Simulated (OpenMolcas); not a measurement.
Lu I: effect of the basis set

```yaml
Program: OpenMolcas
Method: CASSCF
Active_space: 3 electrons in 6 orbitals (5d 6s)
State_averaging: 2S+1 = 4 even, 17 roots (10 in the spin-orbit step); 2S+1 = 2 even, 29 roots
Spin-orbit_coupling: RASSI with atomic mean-field integrals over the reference wave functions, term energies averaged over their components
```

A. ANO-RCC-VDZ [7s6p4d2f], DKH2, point nucleus; cost roughly 18 core-seconds
B. ANO-R2 [8s6p5d3f1g], X2C, finite nucleus; cost roughly 30 core-seconds
C. ANO-RCC-VQZP [9s8p6d4f3g2h], DKH2, point nucleus; cost roughly 60 core-seconds

Energies in cm-1 above 5d 6s2 2D 3/2, the measured ground level; measured values from NIST Handbook of Basic Atomic Spectroscopic Data.

| Level | A | B | C | Measured |
| --- | --- | --- | --- | --- |
| 5d 6s2 2D 3/2 | 0.0 | 0.0 | 0.0 | 0.0 |
| 5d 6s2 2D 5/2 | 1897 | 1968 | 1829 | 1994 |
| 5d2 6s 4F 3/2 | 14860 | 14945 | 14686 | 18851 |
| 5d2 6s 4F 5/2 | 15505 | 15624 | 15308 | 19403 |
| 5d2 6s 4F 7/2 | 16414 | 16581 | 16184 | 20247 |
| 5d2 6s 4F 9/2 | 17521 | 17746 | 17249 | 21242 |
| 5d2 6s 4P 1/2 | 22267 | 22505 | 21578 | 21472 |
| 5d2 6s 4P 3/2 | 22590 | 22844 | 21892 | 22468 |
| 5d2 6s 4P 5/2 | 22925 | 23183 | 22234 |  |
| 5d2 6s 2D 3/2 | 26137 | 26396 | 25521 | 24518 |
| 5d2 6s 2G 7/2 [55 %] | 27625 | 27835 | 27003 | 26570 |
| 5d2 6s 2G 9/2 | 28205 | 28543 | 27427 | 26671 |
| 5d2 6s 2F 7/2 [55 %] | 29020 | 29237 | 28546 | 27992 |
| 5d2 6s 2P 1/2 | 29528 | 29759 | 28799 | 28793 |
| 5d2 6s 2P 3/2 | 30601 | 30883 | 29835 | 29938 |

Deviations, from unrounded energies. A percentage is the sum of absolute deviations over the sum of measured energies, with the sign that they share, or ± where signs differ.

```json
{"Against measurement": "mean absolute deviation (cm-1)", "Levels": "13", "A": "1800", "B": "1900", "C": "1500"}
{"Against measurement": "fine structure of the ground term (%)", "Levels": "1", "A": "-4.9", "B": "-1.3", "C": "-8.2"}
{"Against measurement": "other configurations (%)", "Levels": "12", "A": "±8.0", "B": "±8.5", "C": "±6.9"}
```

C lies closest to measurement on these levels and B furthest from it. The largest miss of C in the table is 5d2 6s 4F 3/2, by -4200 cm-1. The ranking rests on the paired levels alone, and a cruder setting can come out closer through cancelling errors.

Among A to C the level of the table that moves most is 5d2 6s 2G 9/2, by 1100 cm-1 (lowest in C, highest in B).

Some high roots are left out of the spin-orbit mixing, which shifts the levels that they would mix with. Without dynamic correlation excited terms often stand tens of per cent too high (terms of higher spin than the ground term too low), and those without a measured partner can miss by more than the paired ones. A single d shell beside an s shell can misplace configurations of different d count against each other. Measured partners are found by configuration, term and J. A level has none where our copy of the source lacks it or the pairing is in doubt (some pairs that miss far off the trend of their configuration count as doubtful), and it then counts in no deviation. Only configurations of the active space appear. The table leaves out levels that lie high or whose names do not pair safely across all columns.

A share in square brackets marks a mixed level and gives the weight of the term that names it, the lowest over the columns.
